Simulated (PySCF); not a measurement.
**How methods differ on the ionisation energy of Cd²⁺**

Cd²⁺ [Kr] 4d10 (1S) → Cd³⁺ [Kr] 4d9 (2D), as a difference of total energies. Calculation: PySCF 2.14, in cc-pVDZ-PP with ECP28MDF; scalar relativity through the core potential. Correlated levels: valence: 4s2 4p6 frozen. The calculations carry no spin-orbit coupling.

Question: Order these methods by the ionisation energy they give, lowest first.
A. LDA
B. SCS-MP2 (valence)
C. UHF
D. MN15

Answer: C (35.953 eV), B (37.259 eV), D (37.759 eV), A (38.007 eV).

The reference lies between the lowest fine-structure levels, while these numbers refer to the centres of the terms.

Errors of the correlated levels include the incompleteness of this basis and the frozen core.

For comparison: 37.468 ± 0.006 eV (measured; NIST Atomic Spectra Database, ionization energies).
